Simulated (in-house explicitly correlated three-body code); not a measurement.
Computed with an exponentially correlated three-body code. Model: two electrons around a point charge, non-relativistic, variational in 260 exponentially correlated functions (energies converged to about 1e-7 hartree, or 1e-8 relative for large Z).

Command:
```bash
python run_hyl.py task.json out
```
Settings (lengths in bohr, energies in hartree):
```
Z                      4
screening              0.08
interaction_strength   1
functions              260
states_tried           13
```

Run time, properties included: 78 s on 1 thread of Arm Neoverse V2 (shared host).

**Those bound S and P states to n = 4 that converged, binding against the one-electron ion.**

Given: nuclear charge 4; Yukawa screening of all interactions 0.08 1/bohr.

Computed: one-electron threshold -7.6847377 hartree.

```tsv
term	energy (hartree)	binding (eV)
1 1S	-13.1040775	147.47
2 3S	?	?
2 1S	-8.64679365	26.179
2 3P	-8.63397561	25.83
2 1P	-8.5708758	24.113
3 3S	-8.02714638	9.3174
3 1S	-7.99925178	8.5584
3 3P	-7.99413973	8.4193
3 1P	-7.97680436	7.9475
4 3S	-7.80516957	3.2771
4 1S	?	?
4 3P	-7.79222974	2.925
4 1P	-7.78593736	2.7538
```

Q: What belongs in the row 2 3S?

A: energy (hartree): -8.75772201; binding (eV): 29.197.

Q: What belongs in the row 4 1S?

A: energy (hartree): -7.79526405; binding (eV): 3.0076.

**Converged states only, values per electron or pair (inverse distances are <exp(-kr)/r>).**

```
term  mean r (bohr)  mean r squared (bohr²)  mean inverse r (1/bohr)  mean r12 (bohr)  mean inverse r12 (1/bohr)  mean cosine  mean p1 dot p2 (bohr⁻²)  delta r1 (bohr⁻³)  delta r12 (bohr⁻³)
1 1S        0.41446                  0.2323                   3.6079          0.61903                      2.112    -0.032918                  0.41993             17.188              1.5215
2 3S         1.0684                  1.9022                   2.3263           1.8195                    0.57494    -0.010039                 0.027555             10.948                   -
2 1S         1.1459                  2.2365                   2.3047             1.96                    0.62684    -0.012917                 0.033439             10.846              0.2109
2 3P        0.98379                  1.6238                   2.3066           1.6682                    0.66244    -0.061329                 -0.69675             10.044                   -
2 1P         1.0407                  1.8404                    2.291           1.7419                    0.66609     0.022492                  0.61135             10.205            0.040505
3 3S              ?                       ?                        ?                ?                          ?            ?                        ?                  ?                   -
3 1S         2.4251                  11.477                   2.0904           4.4947                    0.24458   -0.0038662                0.0094576             10.362            0.058675
3 3P              ?                       ?                        ?                ?                          ?            ?                        ?                  ?                   -
3 1P         2.3585                  10.959                   2.0862           4.3596                    0.25397    0.0056429                  0.16162             10.185            0.012777
4 3S         4.2285                  36.807                   2.0193           8.0936                    0.10441   -0.0011019                0.0026715             10.253                   -
4 1S         4.4182                  40.338                   2.0168           8.4718                    0.10783   -0.0014449                 0.003479             10.246            0.021465
4 3P         4.2757                  37.972                   2.0167           8.1894                    0.11008   -0.0053002                -0.056769             10.168                   -
4 1P         4.4125                  40.525                   2.0148           8.4595                    0.11032     0.001985                 0.057937             10.182           0.0048344
```

Q: What belongs in the row 3 3S?

A: mean r (bohr): 2.3024; mean r squared (bohr²): 10.257; mean inverse r (1/bohr): 2.0963; mean r12 (bohr): 4.2528; mean inverse r12 (1/bohr): 0.23262; mean cosine: -0.0029658; mean p1 dot p2 (bohr⁻²): 0.0073937; delta r1 (bohr⁻³): 10.382.

Q: What belongs in the row 3 3P?

A: mean r (bohr): 2.2702; mean r squared (bohr²): 10.104; mean inverse r (1/bohr): 2.0906; mean r12 (bohr): 4.1924; mean inverse r12 (1/bohr): 0.25215; mean cosine: -0.015072; mean p1 dot p2 (bohr⁻²): -0.16379; delta r1 (bohr⁻³): 10.147.

**Electric-dipole lines between converged S and P states, rate of the upper state's decay.**

| s state | p state | p minus s (eV) | oscillator strength from s | rate (1/s) |
| --- | --- | --- | --- | --- |
| 1 1S | 2 1P | 123.35 | 0.54449 | 1.1984e+11 |
| 1 1S | 3 1P | 139.52 | 0.11916 | 3.3551e+10 |
| 1 1S | 4 1P | ? | ? | ? |
| 2 1S | 2 1P | 2.0658 | 0.15464 | 9.5455e+06 |
| 2 1S | 3 1P | 18.231 | 0.28832 | 1.3861e+09 |
| 2 1S | 4 1P | 23.425 | 0.070316 | 5.5809e+08 |
| 3 1S | 2 1P | -15.555 | -0.076248 | 8.005e+08 |
| 3 1S | 3 1P | 0.61083 | 0.28675 | 1.5475e+06 |
| 3 1S | 4 1P | 5.8046 | 0.27149 | 1.3231e+08 |
| 4 1S | 2 1P | -21.105 | -0.014478 | 2.7984e+08 |
| 4 1S | 3 1P | -4.94 | -0.16344 | 1.7307e+08 |
| 4 1S | 4 1P | 0.25379 | 0.44293 | 412650 |
| 2 3S | 2 3P | 3.3673 | 0.21886 | 3.5895e+07 |
| 2 3S | 3 3P | 20.778 | 0.23786 | 1.4853e+09 |
| 2 3S | 4 3P | 26.272 | 0.061136 | 6.1036e+08 |
| 3 3S | 2 3P | -16.513 | -0.087744 | 1.0381e+09 |
| 3 3S | 3 3P | 0.89816 | 0.38398 | 4.4802e+06 |
| 3 3S | 4 3P | 6.3924 | 0.22063 | 1.304e+08 |
| 4 3S | 2 3P | -22.553 | -0.015882 | 3.5053e+08 |
| 4 3S | 3 3P | ? | ? | ? |
| 4 3S | 4 3P | 0.35211 | 0.568 | 1.0186e+06 |

Q: What belongs in the row 1 1S 4 1P?

A: p minus s (eV): 144.71; oscillator strength from s: 0.040468; rate (1/s): 1.2258e+10.

Q: What belongs in the row 4 3S 3 3P?

A: p minus s (eV): -5.1421; oscillator strength from s: -0.19102; rate (1/s): 2.1916e+08.

**Static dipole response.**

```csv
state,polarisability (bohr³)
1 1S,0.05239
2 1S,27.803
2 3S,14.952
```
